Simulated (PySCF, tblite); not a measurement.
A set of runs on `CC[BH][GeH2][B](F)F`; the geometry of each is named by its level. Settings lines and outputs come from a driver script.

C2H8B2F2Ge.
Atom-mapped SMILES: `[CH3:1][CH2:2][BH:3][GeH2:4][B:5]([F:6])[F:7]` (hydrogens: H8, H9, H10 on C1; H11, H12 on C2; H13 on B3; H14, H15 on Ge4)

Step 1: GFN2-xTB geometry optimisation, gas phase (tblite 0.8.0) (from a force-field or distance-geometry start)
```json
{"job": {"kind": "relax", "xc": "GFN2-xTB", "basis": "xTB"}, "charge": 0, "multiplicity": 1}
```
```
step      E/eV     max force
  0    -605.35521    3.501
  1    -605.91070    2.046
  2    -606.07402    2.043
...
153    -606.46893    0.023
154    -606.46898    0.021
155    -606.46902    0.014
156    -606.46904    0.012
157    -606.46906    0.009
```

Energy lowered by 25.7 kcal/mol over 157 steps; largest atomic force 0.009 eV/Å at the end. «max force» is the largest atomic force in eV/Å.

On Arm Neoverse N1, one thread (shared host), this took 1.5 s wall.

Step 2: GFN2-xTB harmonic vibrations, gas phase (tblite 0.8.0) (on the GFN2-xTB geometry)
```json
{"job": {"kind": "ir", "xc": "GFN2-xTB", "basis": "xTB"}, "charge": 0, "multiplicity": 1}
```
```
(table of modes left out)
```

39 modes from 17 to 3026 cm⁻¹ (unscaled, harmonic); zero-point energy 63.0 kcal/mol; all wavenumbers are real at this level.

Hardware: Arm Neoverse N1, one thread, on a shared host. Cost: 0.71 s wall.

Step 3: TDDFT CAM-B3LYP/def2-SVPD, vertical, gas phase, core orbitals frozen in the response (PySCF 2.14.0, density-fitted response routines) (on the GFN2-xTB geometry)
```json
{"job": {"kind": "uv", "xc": "CAM-B3LYP", "basis": "def2-SVPD", "nstates": 8, "ntriplets": 3}, "charge": 0, "multiplicity": 1}
```
```
...
Static polarisability (au): isotropic 82.338, principal 73.148 81.014 92.853
Singlet excitations
state   eV       nm        f      main configurations
  1   4.5146    274.6   0.00961   H->L 0.93
  2   5.4030    229.5   0.00071   H-1->L 0.73, H-3->L 0.16
  3   6.3591    195.0   0.05926   H-2->L 0.62, H-3->L 0.14, H-1->L 0.14
  4   6.5597    189.0   0.00831   H-3->L 0.61, H-2->L 0.25
  5   6.8107    182.0   0.07475   H->L+1 0.77, H-2->L+1 0.09
  6   7.3192    169.4   0.04345   H-4->L 0.95
  7   7.5569    164.1   0.01578   H->L+2 0.57, H-2->L+1 0.17
  8   7.5890    163.4   0.00606   H-5->L 0.87
Triplet excitations (Tamm-Dancoff, eV): 3.7640 4.9214 5.3848
```

HOMO -9.52 eV, LUMO -1.08 eV; lowest singlet 4.51 eV; lowest triplet 3.76 eV (Tamm–Dancoff); mean polarisability 82.3 au.

The run took 43 s of wall time on Arm Neoverse V2, one thread (shared host), and the process peaked at 1.0 GiB of memory.

Geometry of the electronic-property runs (GFN2-xTB):
```
atom  x, y, z in Å
C1    -1.4861    0.5308   -0.9259
C2    -1.3292   -0.9239   -0.4827
B3    -0.2106   -1.2274    0.5692
Ge4    0.9887    0.2127    1.3117
B5     2.3934    0.7694   -0.0297
F6     2.2509    1.7757   -0.8695
F7     3.5063    0.0912   -0.2313
H8    -1.7277    1.1626   -0.0728
H9    -0.5605    0.8968   -1.3691
H10   -2.2802    0.6354   -1.6632
H11   -1.1622   -1.5495   -1.3677
H12   -2.2882   -1.2786   -0.0867
H13   -0.0447   -2.3454    0.8764
H14    1.6871   -0.1911    2.5768
H15    0.2586    1.4493    1.7427
```

 (This holds for the electronic-property runs.)

One conformer stands for the species.
